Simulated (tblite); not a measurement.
Start geometry of `C=CCN(C)[SiH2]P` from a force field or distance geometry (Å):
```
atom  x, y, z in Å
C1    -1.796    2.011    0.649
C2    -1.770    0.827    0.057
C3    -0.920   -0.244    0.767
N4     0.019   -0.634   -0.225
C5    -0.589   -1.397   -1.228
Si6    1.665   -0.873    0.227
P7     2.839    1.006    0.325
H8    -1.238    2.158    1.591
H9    -2.331    2.861    0.283
H10   -2.297    0.617   -0.840
H11   -1.683   -1.054    1.023
H12   -0.454    0.111    1.679
H13   -1.382   -2.106   -0.871
H14    0.169   -2.049   -1.754
H15   -0.963   -0.712   -2.030
H16    1.818   -1.504    1.582
H17    2.339   -1.731   -0.752
H18    2.328    2.037   -0.530
H19    4.234    0.684    0.041
```

Problem. What comes out of this run: GFN2-xTB geometry optimisation, gas phase in tblite?

Solution. 
```
atom  x, y, z in Å
C1    -1.3012    2.2307    0.2627
C2    -1.4657    0.9627   -0.0619
C3    -0.9178   -0.1813    0.7376
N4    -0.0257   -1.0325   -0.0252
C5    -0.6869   -1.9785   -0.8865
Si6    1.5929   -0.5708   -0.3576
P7     2.2363    0.6884    1.3766
H8    -0.7741    2.5162    1.1590
H9    -1.6916    3.0343   -0.3390
H10   -1.9964    0.6889   -0.9644
H11   -1.7423   -0.7994    1.1155
H12   -0.3609    0.2109    1.5957
H13   -1.4178   -2.5556   -0.3140
H14    0.0528   -2.6605   -1.2971
H15   -1.2044   -1.4974   -1.7229
H16    2.3830   -1.8074   -0.3901
H17    1.7948    0.1335   -1.6414
H18    1.9588    1.8987    0.7700
H19    3.5563    0.7283    0.9756
```

The energy falls by 1.334 eV over 191 L-BFGS steps, the largest force on an atom goes from 2.77 to 0.010 eV/Å, and the atoms move by 0.991 Å rms after alignment. The bond that changes most is P7–H19 (three-coordinate phosphorus to P–H hydrogen), which shortens by 0.079 Å. Bonds longer at the end by more than 0.005 Å: 7 of 18; shorter: 10. Among the angles that change most is H18–P7–H19, from 112.6° to 92.2°. Among the dihedrals that turn most is C3–N4–Si6–P7, from -82° to 31°. Rotational constants go from 2264, 1092, 820.3 to 1900, 1425, 926.3 MHz. The orientation of the end geometry is arbitrary; only internal coordinates are fixed.

Its GFN2-xTB frequencies are all real (lowest 37 cm⁻¹). One conformer, not necessarily the lowest.

These are computed values.
